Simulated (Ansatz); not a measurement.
Gas-phase electronic energies from Ansatz, PBE0-D4/def2-TZVP geometries. CCSD(T)/CBS adds triple-zeta CCSD(T) − MP2 to the extrapolated MP2 energy (def2 sets, frozen cores). Functionals use def2-TZVPP. B3LYP here is the variant with VWN-RPA as its local correlation; programs differ in this. For Ge outer-core shells are correlated without core-valence functions, which leaves a few kJ/mol of doubt a bond. Scalar relativity is left out up to krypton. One conformer a species, not always the lowest.

Consider the ligand exchange at the Si–S bond: `N[SiH2]S[SiH2]F` + `C[NH][GeH3]` → `C[N]([GeH3])[SiH2]F` + `N[SiH2]S`.

```csv
level,ΔE (kcal/mol),difference from CCSD(T)/CBS
PBE-D4,0.6,2.8
r2SCAN-D4,-0.4,1.8
PBE0-D4,0.0,2.2
B3LYP-D4,-1.9,0.3
ωB97X-V,-1.9,0.3
ωB97M-V,-1.9,0.3
B2PLYP,-2.2,0.0
PBE,0.8,3.0
r2SCAN,-0.4,1.8
PBE0,0.1,2.3
B3LYP,-1.7,0.5
HF/def2-TZVPP,-3.3,-1.1
MP2/def2-TZVPP,-2.6,-0.4
SCS-MP2/def2-TZVPP,-3.2,-1.0
CCSD/def2-TZVPP,-3.4,-1.2
CCSD(T)/def2-TZVPP,-3.1,-0.9
HF/def2-QZVPP,-3.4,-1.2
MP2/def2-QZVPP,-2.2,0.0
SCS-MP2/def2-QZVPP,-2.7,-0.5
HF/CBS(def2),-3.5,-1.3
MP2/CBS(def2),-1.7,0.5
CCSD/CBS(def2),-2.5,-0.3
CCSD(T)/CBS,-2.2,0
```

Largest T1 diagnostic among the species: 0.012.
